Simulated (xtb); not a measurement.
Tc(O)3(Me) (CH3O3Tc), SMILES [Tc](=[O])([CH3])(=[O])=[O], multiplicity 1. All values are semi-empirical tight-binding results from xtb (GFN2-xTB unless named), good for trends rather than for accurate numbers. Coordinates come from a GFN2-xTB optimisation. The spin state was assumed, not searched.

For metal compounds this method's bond lengths and energies can be far off.

Computed properties:
The point group as xtb finds it comes out as C3v. The orbital gap is 3.41 eV. The zero-point energy is 27.6 kcal/mol. The G − E(el) at 298.15 K (modified RRHO) comes out as 8.7 kcal/mol.
